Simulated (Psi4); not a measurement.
Internal rotation in H4BrNSi, SMILES N[SiH2]Br, singlet. Scanned: dihedral H4–N1–Si2–Br3; all other coordinates were relaxed at B3LYP-D3(BJ)/def2-SVP. Heavy atoms are numbered in the order of the SMILES N[SiH2]Br, hydrogens after them in the order of the atoms that carry them; the mirror image has the same energies with the sign of each dihedral reversed.

Methods: HF/cc-pVTZ // B3LYP-D3(BJ)/def2-SVP (Psi4); MP2/cc-pVTZ = Psi4 with DF-MP2 (frozen core)/cc-pVTZ // B3LYP-D3(BJ)/def2-SVP.

Energies relative to the lowest point of each profile, in mEh:

```
φ / °  HF/cc-pVTZ
-----  ----------
-150          2.6
-120          1.4
-90           0.0
-60           0.0
-30           2.2
0             3.9
30            2.2
60            0.0
90            0.0
120           1.4
150           2.6
180           3.6
```

Predict the corresponding MP2/cc-pVTZ column.

-150: 3.1; -120: 2.1; -90: 0.4; -60: 0.0; -30: 2.1; 0: 5.0; 30: 2.1; 60: 0.0; 90: 0.4; 120: 2.1; 150: 3.1; 180: 3.9 (mEh).
